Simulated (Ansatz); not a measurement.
Job for Ansatz (a program for electronic structure): U-CCSD(T)/cc-pVDZ on CH4BeSe (SMILES [CH3][Be][SeH]), a point of a bond scan (R = 0.985 Å). The run froze 16 orbitals, filled d shells among them.

Ansatz 0.2 input:
```yaml
crystal:
  periodic: [false, false, false]
  atoms:
    - {symbol: Be, position_ang: [0.84087454, -0.76089314, -0.21395214]}
    - {symbol: C, position_ang: [2.06337196, -1.85751166, -0.53818992]}
    - {symbol: H, position_ang: [1.72527455, -2.78026237, -0.60327239]}
    - {symbol: H, position_ang: [2.83970476, -1.84920725, 0.23293687]}
    - {symbol: H, position_ang: [2.55737254, -1.63238092, -1.48948226]}
    - {symbol: Se, position_ang: [-0.64194585, 0.60717560, 0.13442119]}
    - {symbol: H, position_ang: [-1.00235638, -0.09094968, 1.38167697]}
basis:
  gaussian:
    orbitals: cc-pVDZ
correlation: {method: ccsd_t, electrons: outside_noble_gas}
scf: {omitted_lower_state_checks: [cluster_reference]}
magnetization: {spin_polarized: true, initial_magnetization: 0}
```

Output:

```
WARN ansatz: RAYON_NUM_THREADS=1 ignored (pool sized by the plan → 1); use --threads N
Functional definition: HF
these checks for a lower state are left out or cut short: cluster_reference
integrals: 0.09 GiB planned
759 factors; integrals over basis functions are off by at most 1.0e-3 eV
mean field: 0.32 GiB planned
mean field evaluation 1: about -66793.4898 eV, gradient 1.8e1 eV
mean field evaluation 2: about -66793.5761 eV, gradient 1.8e1 eV
mean field evaluation 4: about -66795.4537 eV, gradient 1.5e0 eV
mean field evaluation 8: about -66795.4804 eV, gradient 1.2e-3 eV
mean field -66795.48036240 eV, -2454.6886277154 hartree, gradient 8.2e-6 eV, S^2 0.000000; 0 other end points of the search recorded, 0 dependent functions left out
16 core orbitals not correlated
reference -66795.48036240 eV, -2454.6886277154 hartree; 8, 8 occupied and 51, 51 virtual orbitals, 759 factors
second order -8.20829983 eV of doubles, -0.00000000 eV of singles
coupled cluster: 0.25 GiB planned
cycle   1  -8.96876845 eV  change   -7.6e-1 eV  update   6.5e-2
cycle   2  -9.21597096 eV  change   -2.5e-1 eV  update   2.1e-2
cycle   3  -9.24542950 eV  change   -2.9e-2 eV  update   7.4e-3
cycle   4  -9.24345275 eV  change    2.0e-3 eV  update   2.2e-3
cycle   5  -9.24257563 eV  change    8.8e-4 eV  update   7.7e-4
cycle   6  -9.24244689 eV  change    1.3e-4 eV  update   2.2e-4
cycle   7  -9.24245072 eV  change   -3.8e-6 eV  update   6.6e-5
cycle   8  -9.24246036 eV  change   -9.6e-6 eV  update   2.1e-5
cycle   9  -9.24245916 eV  change    1.2e-6 eV  update   6.7e-6
perturbative correction -0.24888699 eV, -0.0091464282 hartree
Total energy: -66804.97170855 eV, -2455.0374282529 hartree
Checks for a lower state left out: cluster_reference
```

The calculation finished and met its thresholds.

Cost: around 3 core-seconds (rough).
